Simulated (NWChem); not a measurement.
C4H4N2; SMILES C=C1N=CC=N1

Computed with NWChem. Pople sets run with spherical d functions. All runs use the structure optimised with B3LYP/6-31G* (spherical d). Level: B3LYP/6-31G* with SMD (1 M gas to 1 M solution), gas-phase geometry.

Q: Predict the results for solvent water. Quantities: solvation free energy (kcal/mol); cavity-dispersion-structure term (kcal/mol); dipole in solution (D).

A: 
| Item | Value |
|---|---|
| solvation free energy (kcal/mol) | -7.3 |
| cavity-dispersion-structure term (kcal/mol) | 0.0 |
| dipole in solution (D) | 0.78 |
